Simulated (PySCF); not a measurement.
**Excitation energy of C by level of theory**

C [He] 2s2 2p2 (3P) → C [He] 2s1 2p3 (5S), as a difference of total energies. All numbers are calculated (PySCF 2.14, the spin-free X2C one-electron Hamiltonian (Gaussian nucleus), in aug-cc-pVQZ-DK). Correlated levels: valence: 1s2 frozen. The calculations carry no spin-orbit coupling.

```
           method  excitation energy (eV)  error (eV)
              UHF                   2.587      -1.592
    MP2 (valence)                   3.779      -0.400
SCS-MP2 (valence)                   4.376      +0.197
   CCSD (valence)                   4.102      -0.077
CCSD(T) (valence)                   4.156      -0.023
```

Reference: 4.179 eV (measured; NIST levels, between the centres of gravity of the two terms).

Errors of the correlated levels include the incompleteness of this basis and the frozen core.
